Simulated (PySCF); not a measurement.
C₆H₄F₄Si, SMILES c1(ccc([Si](F)(F)F)cc1)F, GFN2-xTB optimised geometry.

```
15

F     -1.61    -3.18     0.00
C     -0.95    -2.01     0.00
C     -1.68    -0.83     0.00
C     -1.00     0.37     0.00
C      0.39     0.41     0.00
Si     1.30     2.04    -0.01
F      2.76     1.95     0.60
F      1.51     2.68    -1.45
F      0.56     3.18     0.81
C      1.09    -0.80     0.00
C      0.43    -2.01     0.00
H     -2.76    -0.87     0.00
H     -1.56     1.29     0.01
H      2.17    -0.79     0.00
H      0.97    -2.94     0.00
```

Density from PBE/def2-TZVP (PySCF) at that geometry.

Minimum of the electron density along straight lines between bonded atoms, close to the bond critical point (lines longer than 1.1 times the sum of covalent radii, or with two minima, are not listed):

| bond | length / Å | ρ at the minimum / e bohr⁻³ | ∇²ρ there / e bohr⁻⁵ | position (fraction from the first atom) |
|---|---|---|---|---|
| F1–C2 | 1.345 | 0.267 | -0.17 | 0.66 |
| C2–C3 | 1.384 | 0.323 | -0.94 | 0.52 |
| C3–C4 | 1.381 | 0.318 | -0.91 | 0.50 |
| C4–C5 | 1.397 | 0.309 | -0.86 | 0.50 |
| C5–Si6 | 1.864 | 0.129 | 0.14 | 0.61 |
| Si6–F7 | 1.586 | 0.145 | 1.03 | 0.42 |
| Si6–F8 | 1.588 | 0.145 | 1.02 | 0.42 |
| Si6–F9 | 1.587 | 0.145 | 1.02 | 0.42 |
| C5–C10 | 1.397 | 0.309 | -0.86 | 0.50 |
| C2–C11 | 1.384 | 0.323 | -0.94 | 0.52 |
| C10–C11 | 1.382 | 0.318 | -0.91 | 0.50 |
| C3–H12 | 1.078 | 0.286 | -1.01 | 0.65 |
| C4–H13 | 1.079 | 0.288 | -1.02 | 0.65 |
| C10–H14 | 1.079 | 0.288 | -1.02 | 0.65 |
| C11–H15 | 1.078 | 0.286 | -1.01 | 0.65 |
